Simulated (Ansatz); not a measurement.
Input for Ansatz (a program for electronic structure): U-CCSD(T)/def2-TZVPP on TaH+, 2S+1 = 2, a spin state set in the input, which need not be the lowest, a point of a bond scan (R = 1.729 Å). Charge +1. Elements past Kr take the def2 small-core potentials; no spin–orbit coupling.

Ansatz 0.2 input:
```yaml
crystal:
  periodic: [false, false, false]
  atoms:
    - {symbol: Ta, position_ang: [0.00000000, 0.00000000, 0.00000000]}
    - {symbol: H, position_ang: [0.00000000, 0.00000000, 1.72863100]}
basis:
  gaussian:
    orbitals: def2-TZVPP
    pivot_positions_ang: [[0.00000000, 0.00000000, 0.00000000], [0.00000000, 0.00000000, 1.72863100]]
total_charge: 1
magnetization: {spin_polarized: true, initial_magnetization: 1}
correlation: {method: ccsd_t, electrons: valence}
output: {orbitals: {seedname: ./end}}
```

It printed:

```
WARN ansatz: RAYON_NUM_THREADS=2 ignored (pool sized by the plan → 2); use --threads N
Functional definition: HF
integrals: 0.06 GiB planned
501 factors; integrals over basis functions are off by at most 4.0e-4 eV
mean field: 0.11 GiB planned
mean field evaluation 1: about -1537.8814 eV, gradient 1.3e1 eV
mean field evaluation 2: about -1537.8823 eV, gradient 1.3e1 eV
mean field evaluation 4: about -1539.1223 eV, gradient 1.6e0 eV
mean field evaluation 8: about -1539.2692 eV, gradient 8.0e-1 eV
mean field evaluation 16: about -1540.3767 eV, gradient 8.1e-6 eV
mean field evaluation 32: about -1538.9396 eV, gradient 5.9e0 eV
mean field evaluation 64: about -1539.2527 eV, gradient 5.1e-6 eV
mean field evaluation 96: about -1540.3767 eV, gradient 4.0e-2 eV
mean field evaluation 128: about -1540.2717 eV, gradient 9.1e-2 eV
mean field evaluation 160: about -1540.3767 eV, gradient 1.7e-2 eV
mean field evaluation 192: about -1539.9820 eV, gradient 5.7e-1 eV
mean field evaluation 224: about -1539.8226 eV, gradient 6.3e0 eV
mean field evaluation 256: about -1539.3144 eV, gradient 2.1e0 eV
mean field evaluation 288: about -1540.4404 eV, gradient 1.4e0 eV
mean field evaluation 320: about -1540.1306 eV, gradient 5.6e-2 eV
mean field evaluation 352: about -1540.3767 eV, gradient 5.7e-6 eV
mean field evaluation 384: about -1540.4854 eV, gradient 4.0e-3 eV
mean field evaluation 416: about -1540.0534 eV, gradient 3.6e-1 eV
mean field evaluation 448: about -1540.0882 eV, gradient 2.8e-1 eV
mean field evaluation 480: about -1540.4767 eV, gradient 9.5e-2 eV
mean field evaluation 512: about -1539.2845 eV, gradient 1.7e0 eV
mean field evaluation 544: about -1540.1307 eV, gradient 4.0e-2 eV
mean field evaluation 576: about -1539.7361 eV, gradient 2.0e0 eV
mean field evaluation 608: about -1538.4018 eV, gradient 8.9e0 eV
mean field evaluation 640: about -1540.2719 eV, gradient 5.1e-2 eV
mean field evaluation 672: about -1540.0675 eV, gradient 4.2e-1 eV
mean field evaluation 704: about -1539.6473 eV, gradient 1.8e0 eV
mean field evaluation 736: about -1539.6976 eV, gradient 5.5e-1 eV
mean field evaluation 768: about -1539.6884 eV, gradient 2.1e0 eV
mean field evaluation 800: about -1539.6514 eV, gradient 1.9e0 eV
mean field evaluation 832: about -1540.0843 eV, gradient 6.8e-1 eV
mean field evaluation 864: about -1539.2048 eV, gradient 1.7e0 eV
mean field evaluation 896: about -1539.8283 eV, gradient 5.5e-1 eV
mean field evaluation 928: about -1539.5717 eV, gradient 1.4e-2 eV
mean field evaluation 960: about -1538.6970 eV, gradient 1.4e-2 eV
mean field evaluation 992: about -1538.8829 eV, gradient 1.1e0 eV
mean field evaluation 1024: about -1538.8738 eV, gradient 1.3e0 eV
mean field evaluation 1056: about -1538.6099 eV, gradient 3.4e0 eV
mean field evaluation 1088: about -1540.1302 eV, gradient 7.8e-2 eV
mean field evaluation 1120: about -1540.1306 eV, gradient 3.6e-2 eV
mean field evaluation 1152: about -1539.4074 eV, gradient 2.2e-2 eV
mean field -1540.48542888 eV, -56.6117953327 hartree, gradient 2.8e-6 eV, S^2 1.745486; 35 other end points of the search recorded, 0 dependent functions left out
determinant -1540.48542888 eV, -56.6117953327 hartree, with singles and doubles -1548.41579294 eV, -56.9032308367 hartree
determinant -1540.37668502 eV, -56.6077990697 hartree, with singles and doubles -1548.36480533 eV, -56.9013570767 hartree
determinant -1540.27198407 eV, -56.6039513809 hartree, with singles and doubles -1548.20016675 eV, -56.8953067202 hartree
determinant -1540.24891092 eV, -56.6031034581 hartree, with singles and doubles -1548.21955883 eV, -56.8960193662 hartree
determinant -1540.21737640 eV, -56.6019445857 hartree, with singles and doubles -1548.23056296 eV, -56.8964237604 hartree
determinant -1540.13067427 eV, -56.5987583412 hartree, with singles and doubles -1548.13075396 eV, -56.8927558473 hartree
determinant -1540.10761224 eV, -56.5979108275 hartree, with singles and doubles -1548.17634157 eV, -56.8944311610 hartree
determinant -1539.98468110 eV, -56.5933931913 hartree, with singles and doubles -1548.04498633 eV, -56.8896039449 hartree
determinant -1539.40897628 eV, -56.5722364292 hartree, with singles and doubles -1547.45365936 eV, -56.8678730796 hartree
determinant -1539.36262308 eV, -56.5705329807 hartree, with singles and doubles -1547.60103971 eV, -56.8732892078 hartree
determinant -1538.63924561 eV, -56.5439493491 hartree, with singles and doubles -1547.01833671 eV, -56.8518752675 hartree
determinant -1540.48542888 eV, -56.6117953327 hartree, with singles and doubles -1548.40388253 eV, -56.9027931370 hartree
determinant -1540.37668502 eV, -56.6077990697 hartree, with singles and doubles -1548.35250220 eV, -56.9009049449 hartree
determinant -1540.27198407 eV, -56.6039513809 hartree, with singles and doubles -1548.19158073 eV, -56.8949911898 hartree
determinant -1540.24891092 eV, -56.6031034581 hartree, with singles and doubles -1548.21922951 eV, -56.8960072637 hartree
determinant -1540.21737640 eV, -56.6019445857 hartree, with singles and doubles -1548.21774734 eV, -56.8959527950 hartree
determinant -1540.13067427 eV, -56.5987583412 hartree, with singles and doubles -1548.11754484 eV, -56.8922704211 hartree
determinant -1540.10761224 eV, -56.5979108275 hartree, with singles and doubles -1548.16256301 eV, -56.8939248083 hartree
determinant -1539.98468110 eV, -56.5933931913 hartree, with singles and doubles -1548.05195207 eV, -56.8898599312 hartree
determinant -1539.57172870 eV, -56.5782174704 hartree, with singles and doubles -1548.02993145 eV, -56.8890506884 hartree
determinant -1539.25271188 eV, -56.5664938185 hartree, with singles and doubles -1547.95514219 eV, -56.8863022339 hartree
determinant -1538.69704128 eV, -56.5460733008 hartree, with singles and doubles -1546.93802878 eV, -56.8489240055 hartree
reference -1540.48542888 eV, -56.6117953327 hartree; 7, 6 occupied and 63, 64 virtual orbitals, 501 factors
second order -7.45627833 eV of doubles, -0.00000000 eV of singles
coupled cluster: 0.24 GiB planned
cycle   1  -7.91845277 eV  change    8.8e-7 eV  update   7.6e-6
coupled cluster: 0.24 GiB planned
perturbative correction -0.28860638 eV, -0.0106060889 hartree
WARN: the results are in doubt because among natural orbitals the method converges to other amplitudes
Total energy: -1548.69248803 eV, -56.9133991935 hartree
In doubt: among natural orbitals the method converges to other amplitudes
```

The run converged. Its determinant has ⟨S²⟩ = 1.75, a mixture of spin states.

Warnings raised: other amplitudes.

Cost: very roughly 110 core-seconds.
